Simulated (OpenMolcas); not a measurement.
**Nb2+: from CASSCF to CASPT2**

```yaml
Program: OpenMolcas 26.06
Basis: ANO-RCC-VQZP [8s7p5d3f2g1h]
Scalar_Hamiltonian: DKH2, point nucleus
Active_space: 3 electrons in 6 orbitals (4d 5s)
State_averaging: 2S+1 = 4 even, 20 roots; 2S+1 = 2 even, 70 roots kept (CI in the orbitals of an earlier block)
Spin-orbit_coupling: state interaction with AMFI integrals over the reference wave functions, term energies averaged over their components
```

Methods on the same reference wave functions:
A. CASSCF
B. SS-CASPT2, IPEA 0.25 Eh, imaginary shift 0.1 Eh (closed shells correlated: 4s 4p)
C. MS-CASPT2, IPEA 0.25 Eh, imaginary shift 0.1 Eh (closed shells correlated: 4s 4p)

Energies in cm-1 above 4d3 4F 3/2, the measured ground level; measured values from the list in Shadmi, J. Res. Natl. Bur. Stand. 70A, 435 (1966).

```tsv
Level	A	B	C	Measured
4d3 4F 3/2	0.0	0.0	0.0	0.0
4d3 4F 5/2	516	530	532	516
4d3 4F 7/2	1190	1208	1211	1177
4d3 4F 9/2	1986	1987	1990	1939
4d3 4P 3/2 [71 %]	11380	8800	8760	8608
4d3 4P 1/2	11400	8890	8870	8664
4d3 2G 7/2	11946	9340	9330	9236
4d3 4P 5/2	12318	9860	9860	9594
4d3 2G 9/2	12538	9910	9910	9804
4d3 2P 1/2	13732	10800	10740	
4d3 2H 9/2	16305	13160	13160	12916
4d3 2D 3/2(1) [72 %]	16666	13250	13140	
4d3 2H 11/2	16692	13500	13500	13264
4d3 2D 5/2(1)	16959	13410	13360	13094
4d3 2F 7/2	25147	20170	19980	19861
4d3 2F 5/2	25150	20180	20100	19975
4d2 5s 4F 3/2	25368	25620	25630	25220
4d2 5s 4F 5/2	25895	26110	26110	
4d2 5s 4F 7/2	26545	26790	26790	
4d2 5s 4F 9/2	27370	27640	27650	27374
4d2 5s 4P 1/2	36901	35250	35250	34514
4d2 5s 4P 3/2 [61 %]	37191	35370	35470	34807
4d2 5s 2F 7/2	39328	34260	34460	35079
4d2 5s 2D 3/2 [60 %]	39966	35940	36390	36536
```

Deviations, from unrounded energies. A percentage is the sum of absolute deviations over the sum of measured energies, with the sign that they share, or ± where signs differ.

| Against measurement | Levels | A | B | C |
| --- | --- | --- | --- | --- |
| mean absolute deviation (cm-1) | 19 | 2500 | 300 | 250 |
| fine structure of the ground term (%) | 3 | +1.7 | +2.6 | +2.8 |
| other terms of the ground configuration (%) | 10 | +27.9 | +1.8 | +1.5 |
| other configurations (%) | 6 | ±6.5 | ±1.7 | ±1.5 |

C lies closest to measurement on these levels and A furthest from it. The largest miss of C in the table is 4d2 5s 4P 1/2, by +740 cm-1. The ranking rests on the paired levels alone, and a cruder setting can come out closer through cancelling errors.

Between B and C the level of the table that moves most is 4d2 5s 2D 3/2 [60 %], by 450 cm-1 (lowest in B, highest in C). Moves below CASPT2's spread within the term are not significant.

The mean deviations of B to C differ by less than CASPT2's widest spread within a term (1000 cm-1), so their order carries little weight.

From A to B the spin-free energies of the other terms of 4d3 shown, above 4F, scale by factors of 0.76 to 0.79, as is usual when dynamic correlation screens the repulsion within a d or f shell.

The lowest spin-free term lies below A's lowest term by 0.321 hartree in B, 0.321 hartree in C.

CASPT2 breaks the degeneracy within a term, and the mean is taken; among the terms shown or strongly mixed into the levels shown the widest spread is 1000 cm-1 (4d2 5s 2F, C). Terms from blocks run as CI alone lack orbitals of their own. A single d shell beside an s shell can misplace configurations of different d count against each other. The CASPT2 spread within a term exceeds the gap to the next term for 4d3 2D(1) and 4d3 2H, so the order of their levels is uncertain (figures for B; the like holds for C). Without dynamic correlation excited terms often stand tens of per cent too high (terms of higher spin than the ground term too low), and those without a measured partner can miss by more than the paired ones (holds for A). Some levels mix across a computed gap that differs much from the measured one, so their mixing is not that of the real levels (holds for B; C). Computed and measured levels are paired by configuration, term and J; levels that our copy of the source lacks, or whose pairing is in doubt (as where it misses far off the trend of its configuration), stay unpaired and out of the deviations. Only configurations of the active space appear. The table leaves out levels that lie high or whose names do not pair safely across all columns.

A share in square brackets marks a mixed level and gives the weight of the term that names it, the lowest over the columns. A number in round brackets counts repeated terms of one configuration in the order of the reference energies.
